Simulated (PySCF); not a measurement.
AsH4Si, SMILES [SiH3][AsH], multiplicity 2. The structure is a stationary point at PBE0-D3(BJ)/def2-TZVP. The isomer is the one that the SMILES or the coordinates give; other isomers of the formula were not compared.

All values below come from PBE0-D3(BJ)/def2-TZVP run with PySCF 2.14.0.

Harmonic wavenumbers (cm⁻¹): 164, 362, 445, 474, 707, 881, 934, 938, 2187, 2209, 2218, 2233. Rotational constants (GHz): 61.47, 3.837, 3.770; symmetry number 1.

Question: Work out the zero-point energy and the ideal-gas rigid-rotor harmonic-oscillator thermochemistry at 298.15 K and 1 atm.

Answer: ZPE = ½ Σ hcν = ½ × 13752 cm⁻¹ = 19.66 kcal/mol. H − E(el) = 23.12 kcal/mol. Entropy in cal/(mol K): translation 39.92, rotation 23.41, vibration 5.84, spin 1.38, total 70.55. G − E(el) = 2.09 kcal/mol. Cp = 16.33 cal/(mol K).
